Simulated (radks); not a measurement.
Values are calculated unless marked as measured or tabulated.
The table gives one normalised radial function P(r) = r R(r) (large component) of Ho49+ in [Ar] (r in bohr). Code: a radial shooting solver on a logarithmic mesh with Libxc functionals. Model: Dirac Kohn-Sham, BLYP, spin-unpolarised, spherical densities, finite nucleus; Fermi nuclear charge, rms radius 5.2022 fm.

r	P
0.002218	0.0368
0.003055	0.0666
0.00424	0.1209
0.005886	0.2163
0.008106	0.3739
0.01125	0.6369
0.01562	1.0432
0.02151	1.6027
0.02986	2.3140
0.04146	3.0210
0.05709	3.4329
0.07925	3.2525
0.11	2.3869
0.1515	1.2618
0.2103	0.4103
0.292	0.0693
0.4021	0.0051
0.5582	0.0001

Which n and l does it have? It may be an empty orbital.

Answer. n = 2, l = 1: the number of nodes gives n - l - 1 = 0, the rise at small r points to l (this Dirac orbital starts outside the nucleus as r^gamma with gamma = sqrt((l + 1)^2 - (Z/c)^2) = 1.94; the j = 3/2 orbital of l + 1 starts with the same power, but with a smaller coefficient, and then steepens), and the extent must fit the shell. The curve is that of 2p3/2; the two j differ most near the nucleus, where j = l - 1/2 has the larger amplitude, and in heavy atoms j = l - 1/2 is also the more compact. 2p3/2: eigenvalue -11165.7 eV, 0 radial nodes, <r> = 0.0792 bohr, 90 % of the charge inside 0.128 bohr.
